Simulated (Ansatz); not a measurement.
Ba(F)2 cation (BaF2), SMILES [F][Ba][F] (connectivity only; charge and spin as stated), charge +1, multiplicity 2. Atoms are numbered in the order given.

```xyz
3

Ba     0.0000     0.0000     0.6503
F      0.0000    -0.9922    -1.4674
F      0.0000     0.9922    -1.4674
```
Charge +1, spin multiplicity 2.

The structure is a stationary point at B3LYP-D3(BJ)/def2-TZVP. The spin state was assumed, not searched. The isomer is the one that the SMILES or the coordinates give; other isomers of the formula were not compared. The def2 effective core potentials stand for the cores of Ba; spin–orbit coupling is left out.

Two levels are set side by side: PBE-D3(BJ)/def2-TZVP (Ansatz, a quantum-chemistry and plane-wave program) and B3LYP-D3(BJ)/def2-TZVP (Ansatz). Each level has its own optimised geometry; the coordinates shown are those of the second. Differences are taken from unrounded values.

```csv
quantity,B3LYP-D3(BJ)
mean bond length (Å),2.339
bond Ba1–F2 (Å),2.339
bond Ba1–F3 (Å),2.339
```

**Question.** What does PBE-D3(BJ) give, and how far is it from B3LYP-D3(BJ)? (The exact figures need the calculation; the answer reports its results.)

**Answer.** 
| quantity | PBE-D3(BJ) | PBE-D3(BJ) minus B3LYP-D3(BJ) |
|---|---|---|
| mean bond length (Å) | 2.329 | -0.009 |
| bond Ba1–F2 (Å) | 2.329 | -0.009 |
| bond Ba1–F3 (Å) | 2.329 | -0.009 |

On these quantities the two levels nearly agree.
